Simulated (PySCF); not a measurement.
1-chlorocyclobutene (C₄H₅Cl), SMILES ClC1=CCC1.

Geometry optimised at PBE-D3(BJ)/def2-SVP.

All values below come from PySCF with CAM-B3LYP/def2-TZVP.

Symmetry labels are those of the subgroup Cs that the program uses (full group Cs).

Computed valence orbital energies around the gap with their symmetry:
```
orbital  symmetry  energy (eV)
-------  --------  -----------
HOMO−7         A"       -14.82
HOMO−6         A'       -13.33
HOMO−5         A"       -12.00
HOMO−4         A"       -11.36
HOMO−3         A'       -11.22
HOMO−2         A'       -11.17
HOMO−1         A'       -10.11
HOMO           A"        -8.31
LUMO           A"         1.17
LUMO+1         A'         2.16
LUMO+2         A'         2.65
LUMO+3         A'         2.88
```
